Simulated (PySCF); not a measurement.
Computed IR spectrum (relative IR intensity) of a molecule CH7ClOSi3. The structure is a stationary point at B3LYP-D3(BJ)/def2-SVP. Other conformers were not sampled. Level of theory: B3LYP-D3(BJ)/def2-SVP (PySCF 2.14.0). Frequencies are harmonic and unscaled.

| ν (cm⁻¹) | relative intensity |
|---|---|
| 141 | 3.5 |
| 219 | 28 |
| 457 | 2.0 |
| 498 | 9.9 |
| 562 | 8.9 |
| 581 | 4.8 |
| 637 | 3.2 |
| 664 | 17 |
| 700 | 5.9 |
| 768 | 100 |
| 793 | 26 |
| 811 | 6.6 |
| 829 | 39 |
| 901 | 6.4 |
| 934 | 25 |
| 1007 | 8.3 |
| 1364 | 2.4 |
| 2191 | 40 |
| 2198 | 38 |
| 2215 | 37 |
| 2221 | 18 |
| 3853 | 26 |

Problem. Which molecule gave these data?
A) Cl[Si@H]1[SiH2]CO[SiH2]1
B) Cl[SiH2]C1[SiH2]O[SiH2]1
C) [SiH3][C@H]1O[SiH2][Si@H]1Cl
D) O[Si@H]1[SiH2]C[Si@@H]1Cl

Solution. D, O[Si@H]1[SiH2]C[Si@@H]1Cl
